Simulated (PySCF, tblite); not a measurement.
Compound: C₃H₁₄OSi₄.
Geometry (GFN2-xTB, Å), atoms numbered from 1 in this order:
```xyz
22
C3H14OSi4 angstrom
Si    -3.702   -1.081    0.244
C     -1.876   -0.810    0.550
C     -1.099    0.086   -0.054
Si    -1.512    1.362   -1.386
O      0.231    0.214    0.219
Si     1.250   -0.563    1.218
C      2.893    0.299    0.862
Si     3.361    0.412   -0.974
H     -4.494    0.067    0.698
H     -3.973   -1.323   -1.176
H     -4.109   -2.264    1.010
H     -1.400   -1.445    1.292
H     -0.804    0.978   -2.611
H     -2.955    1.422   -1.620
H     -1.010    2.657   -0.922
H      1.304   -1.996    0.906
H      0.835   -0.398    2.618
H      2.871    1.304    1.282
H      3.670   -0.237    1.405
H      2.398    1.227   -1.717
H      4.686    1.036   -1.086
H      3.426   -0.931   -1.558
```

Computed, not measured: PBE0/pcSseg-1 in PySCF (dipole) on a GFN2-xTB geometry, gas phase.

Masses are those of the commonest isotopes; rigid-rotor values at the optimised geometry. The values belong to one conformer with, in the numbering `[SiH3:1]/[CH:2]=[C:3](\[SiH3:4])[O:5][SiH2:6][CH2:7][SiH3:8]`, C2–C3–O5–Si6 1°, C3–O5–Si6–C7 179°, O5–Si6–C7–Si8 -51°.

Q: Give the principal moments of inertia and the rotational constants in MHz.

A: Ia = 292.27, Ib = 1146.07, Ic = 1361.33 u·Å²; 505379 MHz·u·Å²/I gives A = 1729, B = 441.0, C = 371.2 MHz.

Q: Classify the top.

A: An asymmetric top; Ray's κ = -0.897.

Q: Is it planar, by Δ = Ic − Ia − Ib?

A: Not planar: Δ = Ic − Ia − Ib = -77.01 u·Å². For a rigid frame Δ = −2 Σ m c², so Σ m c² = 38.51 u·Å² lies off the ab plane: 16.28 from hydrogen and 22.23 from heavier atoms. The atom farthest from that plane is 1.99 Å away.

Q: Predict some low-J microwave lines.

A: The dipole components are |μa| = 0.68 D, |μb| = 0.62 D, |μc| = 0.43 D. Intensities carry the squares of the components, which stand as 1.00 : 0.81 : 0.40 (a : b : c). Some lines, for components of 0.1 D or more:

```csv
type,branch,"J(Ka,Kc)",MHz,lower level (cm⁻¹)
c,Q,"3(1,3) ← 3(0,3)",1126,0.162
a,R,"4(0,4) ← 3(0,3)",3222,0.162
b,R,"4(1,4) ← 3(0,3)",4230,0.162
b,Q,"3(3,1) ← 3(2,2)",6617,0.339
c,R,"4(2,3) ← 3(1,3)",7427,0.200
c,R,"3(3,0) ← 2(2,0)",9051,0.258
b,R,"3(3,0) ← 2(2,1)",9054,0.258
b,Q,"4(4,0) ← 4(3,1)",9256,0.668
b,R,"4(3,2) ← 3(2,1)",9857,0.340
c,R,"4(3,2) ← 3(2,2)",9871,0.339
```

Its GFN2-xTB frequencies are all real (lowest 22 cm⁻¹). These are rigid-rotor constants of the computed structure; measured ground-state constants (B0) also hold zero-point vibration. A rigid rotor knows nothing of internal rotation, which can split or shift real lines.
